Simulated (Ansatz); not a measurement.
Reaction (atomization): `C=[CH][Sn]([Cl])([Cl])[Cl]` → 2 C• + 3 Cl• + 3 H• + Sn•

Isolated molecules relaxed with PBE0-D4/def2-TZVP in Ansatz; ΔE leaves out vibrations. CBS: MP2 limit from def2 TZ/QZ plus the TZ coupled-cluster correction, frozen cores. This one scheme is used for every species, atoms too. For atomizations the MP2-based limit and the directly extrapolated one differ by several kJ/mol either way, and by 10 to 25 for some Ge, Se and Sn compounds, so smaller differences from it don't rank the levels. DFT in def2-TZVPP. B3LYP here is the variant with VWN-RPA as its local correlation; programs differ in this. HSE06 is defined as in plane-wave codes. Open shells (•) are unrestricted, without spin–orbit coupling. Spin–orbit coupling would lower the free atoms: a little for C, Cl; strongly for Sn. Elements past krypton have def2 core potentials. For Sn outer-core shells are correlated without core-valence functions, so the limit isn't a true one: a few kJ/mol of doubt a bond, and 10 to 20 or more in all where bonds break to atoms. One conformer a species, not always the lowest.

`C=[CH][Sn]([Cl])([Cl])[Cl]`:

Cartesian coordinates in Å:
```
C -0.197 1.468 0.875
C -0.156 0.890 -0.317
Sn 0.168 -1.179 -0.489
Cl -1.571 -2.288 -1.524
Cl 0.415 -2.089 1.619
Cl 2.060 -1.706 -1.700
H -0.068 0.911 1.798
H -0.364 2.537 0.973
H -0.286 1.455 -1.234
```

| level | ΔE (eV) | difference from CCSD(T)/CBS |
| --- | --- | --- |
| LDA (SPW92) | 37.52 | 4.65 |
| PBE-D4 | 33.44 | 0.57 |
| revPBE-D4 | 32.50 | -0.37 |
| BLYP-D4 | 32.27 | -0.60 |
| r2SCAN-D4 | 32.85 | -0.02 |
| B97M-V | 33.18 | 0.31 |
| PBE0-D4 | 32.86 | -0.01 |
| B3LYP-D4 | 32.32 | -0.55 |
| r2SCANh-D4 | 32.61 | -0.26 |
| r2SCAN0-D4 | 32.26 | -0.61 |
| HSE06-D4 | 32.88 | 0.01 |
| BHLYP-D4 | 31.49 | -1.38 |
| CAM-B3LYP-D4 | 32.39 | -0.48 |
| ωB97X-V | 32.79 | -0.08 |
| ωB97M-V | 32.74 | -0.13 |
| B2PLYP | 32.03 | -0.84 |
| PBE-QIDH | 32.62 | -0.25 |
| revPBE | 31.73 | -1.14 |
| r2SCAN | 32.77 | -0.10 |
| PBE0 | 32.58 | -0.29 |
| B3LYP | 31.79 | -1.08 |
| r2SCANh | 32.52 | -0.35 |
| r2SCAN0 | 32.16 | -0.71 |
| HSE06 | 32.61 | -0.26 |
| BHLYP | 31.01 | -1.86 |
| CAM-B3LYP | 32.09 | -0.78 |
| LC-ωPBE | 32.26 | -0.61 |
| HF/def2-SVP | 23.72 | -9.15 |
| MP2/def2-SVP | 31.18 | -1.69 |
| CCSD/def2-SVP | 30.01 | -2.86 |
| CCSD(T)/def2-SVP | 30.47 | -2.40 |
| HF/def2-TZVPP | 23.75 | -9.12 |
| MP2/def2-TZVPP | 32.56 | -0.31 |
| SCS-MP2/def2-TZVPP | 32.00 | -0.87 |
| CCSD(T)/def2-TZVPP | 31.73 | -1.14 |
| HF/def2-QZVPP | 23.83 | -9.04 |
| MP2/def2-QZVPP | 33.24 | 0.37 |
| SCS-MP2/def2-QZVPP | 32.74 | -0.13 |
| HF/CBS(def2) | 23.84 | -9.03 |
| MP2/CBS(def2) | 33.70 | 0.83 |
| CCSD(T)/CBS | 32.87 | 0 |

Largest T1 diagnostic among the species: 0.011.

The D4 term adds +0.53 eV with B3LYP and +0.28 eV with PBE0; it sums over pairs of atoms, weighted by their polarisabilities, and B3LYP, whose exchange is more repulsive, gets the larger term. From BLYP to BHLYP (50 % exact exchange), in def2-TZVPP and without D4, ΔE moves by −0.59 eV: exact exchange takes away binding that semilocal exchange gives to molecules. Leaving LDA and LC-ωPBE aside and taking each functional with its dispersion term where it has one, the values spread over 1.96 eV, from BHLYP-D4 to PBE-D4. LDA lies +4.41 eV from PBE without D4, its usual overbinding.
